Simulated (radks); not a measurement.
Results of a calculation; reference values are marked as such.
Question: These are the eigenvalues of the occupied orbitals of an atom or ion with whole-number occupations (Ry). Code: a radial shooting solver on a logarithmic mesh with Libxc functionals. Model: non-relativistic Kohn-Sham, PBE, spin-polarised, spherical densities, point nucleus.

1s up: -112.3637
1s down: -112.3546
2s up: -9.43330
2s down: -9.41542
2p up: -6.63925
2p down: -6.62092
3s up: -1.79627

Which element is it, and in what charge state? The configuration may be excited. Open shells, if any, are filled with parallel spins first.

Answer: Z = 13, aluminium, charge +2: Al2+ in [Ne] 3s1. The list shows which subshells hold electrons but not how many an open one holds; the 1s level, -56.182 hartree, gives Z - s = 10.6 by -(Z - s)^2/2, which with screening narrows Z to a few neighbours, and the depths of the outer levels then fix element, charge and occupations together.
